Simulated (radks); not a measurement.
The numbers below are computed, except where a source is named.
Spherical quantum dot in the effective-mass picture: electrons in a parabolic well V = omega^2 r^2 / 2 with omega = 1.55, with a point charge +1 (a donor) at the centre, all in effective atomic units (hartree* = m*/eps^2 hartree, bohr* = eps/m* bohr), one dielectric constant everywhere. Level of theory: non-relativistic Kohn-Sham, LDA (Slater exchange, Perdew-Wang correlation), spin-polarised, spherical densities (a radial shooting solver with Libxc functionals). Levels are named by radial order and angular momentum (1s, 1p, 1d, 2s, ...), and open shells are averaged over m. Results are scaled to m* = 0.102 and eps = 4.9, for which hartree* = 115.6 meV and bohr* = 2.542 nm.

N = 10, configuration 1s2 1p6 2s2. This is the lowest configuration that the search found. Occupied and some empty levels:

| level | occupation | eigenvalue (meV) | <r> (nm) |
|---|---|---|---|
| 1s | 2 | 904.97 | 2.553 |
| 1p | 6 | 1047.4 | 3.564 |
| 2s | 2 | 1166.7 | 3.659 |
| 1d | 0 | 1181.2 | 4.179 |
| 1f | 0 | 1321.3 | 4.670 |
| 2p | 0 | 1339.2 | 4.261 |
| 1g | 0 | 1467.7 | 5.097 |

Energy (meV): total 6740.58, kinetic 1780.8, external 1715.2, Hartree 3886.5, exchange-correlation -641.90.

Electron density:

| r (nm) | n(r) (e/nm^3) |
|---|---|
| 0.329 | 0.1250 |
| 0.879 | 0.07961 |
| 1.43 | 0.05171 |
| 1.98 | 0.03603 |
| 2.53 | 0.02753 |
| 3.08 | 0.02195 |
| 3.63 | 0.01677 |
| 4.18 | 0.01145 |
| 4.73 | 0.006758 |
| 5.27 | 0.003380 |
| 5.82 | 0.001422 |
| 6.37 | 0.0005028 |
| 6.92 | 0.0001486 |
